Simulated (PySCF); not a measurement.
Compound: C₇H₉O (doublet state).
Cartesian coordinates in Å at the GFN2-xTB level; atoms count from 1:
```
atom  x, y, z in Å
C1     2.470    0.552   -0.007
C2     1.786   -0.706   -0.362
C3     0.333   -0.410   -0.103
C4    -0.398   -0.691    0.984
C5    -1.788   -0.149    0.909
C6    -1.848    0.545   -0.454
C7    -0.463    0.379   -1.060
O8    -0.102    0.807   -2.129
H9     2.530    1.345   -0.728
H10    2.665    0.780    1.024
H11    2.113   -1.540    0.261
H12    1.920   -0.944   -1.418
H13   -0.060   -1.250    1.841
H14   -2.521   -0.955    0.995
H15   -1.975    0.545    1.733
H16   -2.083    1.606   -0.377
H17   -2.585    0.096   -1.119
```

The hyperfine couplings belong to this conformer and change with its torsions.

The species is `[CH2]CC1=CCCC1=O` [radical].

Level of theory: UKS B3LYP, pcH-1 on C H O, non-relativistic, mean-field spin-orbit, GIAO in PySCF. The structure is a single GFN2-xTB conformer in the gas phase; no vibrational or solvent corrections. The geometry wasn't refined by DFT: couplings that depend on bond lengths, twists or pyramidal angles can differ widely from those at the functional's own minimum. No stability test was run, so a lower SCF solution isn't excluded.

Break the g tensor into its mass correction, gauge correction and orbital-Zeeman/spin–orbit terms.

```csv
Δg (ppm),1,2,3
relativistic mass correction,-142,-142,-142
gauge correction,6,27,32
orbital Zeeman/spin–orbit,-21,437,581
total,-158,322,471
```

So g = 2.00216, 2.00264, 2.00279 and g_iso = 2.00253; the tensor is rhombic: the two nearest values differ by 24 % of g3 − g1. Axes: g2 points within 9° of the C1–H9 bond.

How much does each term add to the isotropic shift?

The orbital-Zeeman/spin–orbit term 333, the mass correction -142 and the gauge correction 22 ppm, for a total of 212 ppm. The orbital-Zeeman/spin–orbit term is the largest in size. The mass correction is the same along every axis, so the anisotropy comes from the other two: their spans along these axes are 26 (gauge) and 602 ppm (orbital Zeeman/spin–orbit).

What effective moment and Curie constant follow for a powder?

With the mean of g² = 4.0101 and S(S+1) = 0.75: μ_eff = √(⟨g²⟩S(S+1)) = 1.734 μB and χT = 0.12505·⟨g²⟩·S(S+1) = 0.376 cm³ K/mol (cgs; spin-Hamiltonian part alone).

What are the electron Larmor frequencies g μB B/h along the three axes at 1200 mT?

33.6273, 33.6353, 33.6379 GHz for g1, g2 and g3, a range of 10.6 MHz.

In a frozen sample, at which fields do the three g values resonate at 9.5, 34, 94 and 263 GHz (hyperfine left aside), and which band first spreads them over more than twice a line width of 0.5 mT?

| band | GHz | B(g3) mT | B(g2) mT | B(g1) mT | spread mT |
| --- | --- | --- | --- | --- | --- |
| X | 9.5 | 338.90 | 338.93 | 339.01 | 0.11 |
| Q | 34.0 | 1212.92 | 1213.01 | 1213.30 | 0.38 |
| W | 94.0 | 3353.36 | 3353.61 | 3354.42 | 1.05 |
| J | 263.0 | 9382.29 | 9382.99 | 9385.23 | 2.95 |

The spread grows in proportion to the frequency. W band is the first where it exceeds 1.0 mT.

The Mulliken spin populations are largest on C1 (+1.06), C4 (+0.08) and C2 (-0.08). No atom but C1 exceeds +0.15. The positive populations add up to 1.18 and the negative ones to -0.18, together 2S = 1. The angles at C1 add up to 357.9°, so it is nearly planar; its axial dipolar tensor and the negative couplings of its protons fit spin in a p orbital normal to that plane.

The HOMO–LUMO gaps are 4.14 eV among the α and 4.98 eV among the β orbitals.

Hardware: Arm Neoverse V1, one thread, no GPU (shared host). Cost: 80 s wall (with the writing of density and orbital grids), 1.1 GiB resident at most.
